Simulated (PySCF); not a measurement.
**Ionisation energy of O²⁺ by level of theory**

O²⁺ [He] 2s2 2p2 [2p1/2^2, M_J = 0] → O³⁺ [He] 2s2 2p1 [2p1/2^1, M_J = 1/2], as a difference of total energies. Computed with PySCF 2.14 in x2c-TZVPall-2c (5s3p2d1f, 31 functions), with the two-component X2C-1e Hamiltonian. Correlated levels: 1s2 frozen. "Screened" scales the spin-orbit matrix elements by Boettger's factors to mimic the two-electron term; Breit and QED terms are absent.

| method | ionisation energy (eV) | difference from reference (eV) |
| --- | --- | --- |
| GHF (spin-free) | 54.491 | -0.445 |
| GMP2 (spin-free) | 54.964 | +0.028 |
| GHF (screened spin-orbit) | 54.475 | -0.461 |
| GMP2 (screened spin-orbit) | 54.949 | +0.013 |

Reference: 54.936 eV (semi-empirical (NIST evaluation); NIST Atomic Spectra Database, ionization energies).

Errors of the correlated levels include the incompleteness of this basis and the frozen core.

The labels give the starting determinants; with spin-orbit coupling the two ends relaxed to ⟨J²⟩ = 1.99, ⟨L²⟩ = 2.00, ⟨S²⟩ = 2.00 and ⟨J²⟩ = 0.98, ⟨L²⟩ = 2.01, ⟨S²⟩ = 0.75.

The determinant of O²⁺ mixes levels of different J (the jj label is only the starting occupation), so the difference between spin-free and spin-orbit rows is not the physical spin-orbit shift.
